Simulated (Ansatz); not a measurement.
`OB[TeH]` + `BCCl` → `BC(Cl)BO` + H₂Te  (formal exchange of groups at a B–Te bond)

Program: Ansatz. Geometries: PBE0-D4/def2-TZVP. ΔE: electronic, gas phase. CCSD(T)/CBS adds triple-zeta CCSD(T) − MP2 to the extrapolated MP2 energy (def2 sets, frozen cores). Functionals use def2-TZVPP. B3LYP here is the variant with VWN-RPA as its local correlation; programs differ in this. def2 core potentials past Kr. For Te outer-core shells are correlated without core-valence functions, which leaves a few kJ/mol of doubt a bond. Each species was taken in one conformer, which may not be the lowest.

(1) Is it downhill or uphill in electronic energy at CCSD(T)/CBS, and by how much? (Estimate.)

(2) What do these levels give: PBE-D4, PBE0, B3LYP, CCSD/def2-TZVPP, MP2/def2-QZVPP, CCSD/CBS(def2)? (Estimate.)

Largest T1 diagnostic among the species: 0.013.

Answers

(1) Computed: Uphill: ΔE = +17.6 kJ/mol.

(2) Computed: PBE-D4 15.1, PBE0 17.9, B3LYP 17.7, CCSD/def2-TZVPP 15.6, MP2/def2-QZVPP 21.9, CCSD/CBS(def2) 18.2 kJ/mol.

The D4 term adds −3.4 kJ/mol with B3LYP and −2.0 kJ/mol with PBE0; it sums over pairs of atoms, weighted by their polarisabilities, and B3LYP, whose exchange is more repulsive, gets the larger term.
